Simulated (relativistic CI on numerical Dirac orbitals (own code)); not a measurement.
Pb²⁺: what numerical and physical settings do to a radial Dirac CI calculation

Reference input:

```
atom Pb  Z=82  charge=2  electrons=80
nucleus A=208  rms_radius_fm=5.5012
hamiltonian dirac-coulomb  breit=on  qed=on  c_scale=1
orbitals kli  potential=per-configuration
slater_scale 1
correlation none
mixing on
grid step=0.0125 r_max=86.5
scf mixing=0.4 start=green max_iterations=150 tolerance=2e-08 node_fill=0.05
configurations
  [Xe] 4f14 5d10 6s2
  [Xe] 4f14 5d10 6s 6p
  [Xe] 4f14 5d10 6p2
end
```

Computed lowest total energy -20871.18302 Ha, first excitation 53323.8 cm⁻¹, 36 SCF steps. Runs with settings changed; * marks those that are bad on purpose:

```
                                                             Changed        Outcome  Lowest level   ΔE (Ha)  First excitation (cm⁻¹)  SCF steps                                      Message
           grid step 0.03, start potential bare, SCF tolerance 1e-05      converged      6s2 1S_0  0.000549                  53323.1         55                                             
                                                      Breit term off      converged      6s2 1S_0     -24.7                  53167.4         36                                             
                       QED terms off, grid step 0.04, SCF mixing 0.2      converged      6s2 1S_0       -17                  53639.0         42                                             
SCF tolerance 1e-10, grid step 0.006, node fill of the KLI weights 0      converged      6s2 1S_0    0.0112                  53465.7         46                                             
                                                    grid step 0.15 *      converged      6s2 1S_0     0.244                  53309.6         38  orbitals of one symmetry overlap by 3.2e-04
                                      end of the grid at 6.92 bohr *  not converged                                                          12                      orbital 5d3/2 not found
```

With so few configurations and no correlation, terms lie too far apart (by 10 to 50 % near neutrality), their order can be wrong, and levels of other configurations are missing.
